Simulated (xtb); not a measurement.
Input for xtb: GFN1-xTB on C3H9B (SMILES BC(C)C), a point of a torsion scan.

```
$ xtb mol.xyz --gfn 1 --sp --chrg 0 --uhf 0
13

B     -0.35348048     1.53993637     0.19927092
C      0.17976170     0.07085422     0.39877373
C     -1.06357638    -0.83825807     0.21565112
C      1.30187743    -0.36821357    -0.54551594
H     -0.15892426     2.11718396    -0.79822853
H     -1.00766235     2.02945440     1.03561996
H      0.54388590    -0.09119365     1.41974242
H     -0.77485242    -1.77744209    -0.25074248
H     -1.79402676    -0.36919109    -0.44414374
H     -1.55007276    -1.03768706     1.16532679
H      0.98275941    -0.29263796    -1.58294256
H      1.59407682    -1.39912342    -0.34936529
H      2.17688904     0.26469603    -0.41308820
```

Give the final energy of this run.

-12.5638 hartree.
